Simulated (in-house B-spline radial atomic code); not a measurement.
Ionising Ar²⁺ with different functionals

Computed with a B-spline radial code for spherical atoms: four-component Dirac-Coulomb Hamiltonian, Fermi nucleus of rms radius 3.4274 fm, spin-restricted, spherical fractional occupations for the functionals, and exact exchange of hybrids averaged over the configuration. The ionisation energy is the difference of two self-consistent energies, [Ne] 3s2 3p4 → [Ne] 3s2 3p3, without Breit or QED terms; ε is the level of the shell that loses the electron (mean over j). The electron is taken from both j subshells in proportion to 2j + 1, so the result is a j average, not the step between ground levels.

```
   method                    rung  ΔSCF (eV)  -ε(3p) (eV)
BHandHLYP           global hybrid      42.39        39.21
    wB97X  range-separated hybrid      42.54        40.03
CAM-B3LYP  range-separated hybrid      42.58        38.92
    HSE06  range-separated hybrid      42.56        36.98
```

(1) Among the functionals, which spreads more, the ΔSCF values or the orbital energies?

(2) How do they compare with the NIST value?

Answers

(1) The orbital energies: ΔSCF values span about 0.19 eV and the orbital energies 3.05 eV; here energy differences depend much less on the functional than eigenvalues do.

(2) NIST lists 40.73 eV ± 0.012 (semi-empirical, ground level to ground level). Errors run from +1.66 to +1.85 eV. The correlated functionals all miss on the same side by more than they spread, so the cause is common to them (Breit-QED terms, spin polarisation, the choice among j levels, multiplet and fine-structure energies, or a listed next ion that isn't the cheapest removal here) and closeness doesn't rank the functionals.
